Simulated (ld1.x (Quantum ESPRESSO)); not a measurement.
## rubidium (Rb), RRKJ: configuration errors across variants

Rb, norm-conserving RRKJ (Kleinman–Bylander form), made with ld1.x (Quantum ESPRESSO) 7.5 (BLYP, scalar-relativistic). Core [Ar] 3d10, reference 4s2 4p6 4d0.5 5s0.5 5p0. Waves: 4s (bound): rc 2.10 bohr; 4d (bound): rc 4.20 bohr; 4p (bound): rc 2.30 bohr. Local part: the p channel. Core correction: none.

Occupied shells without a wave of their own: 5s. They enter only through the test configuration that unscreens the potential.

All-electron excitation energies from the reference (eV): (1) 4s2 4p6 4d0 5s1 5p0 -1.136; (2) 4s2 4p6 4d0 5s0 5p0 3.058; (3) 4s2 4p6 4d0 5s0.5 5p0 0.439; (4) 4s2 4p6 4d0 5s0 5p1 0.484; (5) 4s2 4p6 4d1 5s0 5p0 1.178; (6) 4s2 4p5 4d0 5s1 5p0 19.765; (7) 4s1 4p6 4d0 5s1 5p0 36.388.

Tests that are not counted but printed errors over 1 eV. “wave 4s (bound): rc 2.10 bohr becomes 4s (bound): rc 2.56 bohr”: 4s2 4p6 4d0 5s0 5p1 (pseudo-atom not self-consistent, printed error -659 eV). “wave 4s (bound): rc 2.10 bohr becomes 4s (bound): rc 2.90 bohr”: 4s2 4p6 4d0 5s0 5p1 (pseudo-atom not self-consistent, printed error -647 eV). “wave 4s (bound): rc 2.10 bohr becomes 4s (bound): rc 3.14 bohr”: 4s2 4p6 4d0 5s0 5p1 (an occupied level unbound or not found, printed error -2.3 eV).

2 further variants failed, have other tests or too few solved ones, and are left out.

A true bound ghost makes a file unfit for plane-wave use even where its test errors are small: the radial tests pick states by their node count and pass the ghost by. Where a test does run into it, the solver fails or the error is huge.

The file “wave 4s (bound): rc 2.10 bohr becomes 4s (bound): rc 2.90 bohr” misses its own reference levels by 0.4 eV. The file “wave 4s (bound): rc 2.10 bohr becomes 4s (bound): rc 3.14 bohr” misses its own reference levels by 0.4 eV.

Errors AE − PS in meV (a dash: test not solved or not reliable):

```tsv
change	(1)	(2)	(3)	(4)	(5)	(6)	(7)	bound ghosts
base	+26	-43	+0.7	-19	-31	+103	+111	d
wave 4s (bound): rc 2.10 bohr becomes 4s (bound): rc 2.14 bohr	+32	-52	+0.8	-26	-38	+123	+123	d
wave 4s (bound): rc 2.10 bohr becomes 4s (bound): rc 2.56 bohr	+99	-167	+1.5	–	-119	+368	+294	d
wave 4s (bound): rc 2.10 bohr becomes 4s (bound): rc 2.90 bohr	+157	-266	+2.1	–	-189	+550	+428	d
wave 4s (bound): rc 2.10 bohr becomes 4s (bound): rc 3.14 bohr	+172	-292	+2.2	–	-208	+593	+460	d
```

Problem. Give the same row for: wave 4s (bound): rc 2.10 bohr becomes 4s (bound): rc 2.34 bohr.

Solution. +55, -91, +1.0, -54, -65, +210, +181; bound ghosts: d.
